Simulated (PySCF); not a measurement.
This script is equivalent to a calculation on Mg+ (magnesium, charge +1).

```python
from pyscf import gto, scf, dft, mp, cc
import basis_set_exchange as bse
mol = gto.M(atom="Mg 0 0 0", charge=1, spin=1, symmetry="D2h",
            basis=gto.basis.parse(bse.get_basis("aug-cc-pVDZ-DK", elements=["Mg"], fmt="nwchem", header=False)),
            nucmod="G")
mf = dft.UKS(mol, xc="R2SCAN").sfx2c1e()
mf.irrep_nelec = {'Ag': (3, 2), 'B1u': (1, 1), 'B2u': (1, 1), 'B3u': (1, 1)}
mf.kernel()
```

What total energy does it give?

-200.070 hartree (calculated).

Which occupied shell lies highest, and where?

3s α, at -12.088 eV.

What is ⟨S²⟩, and what would a pure spin state give?

0.750, against 0.75.
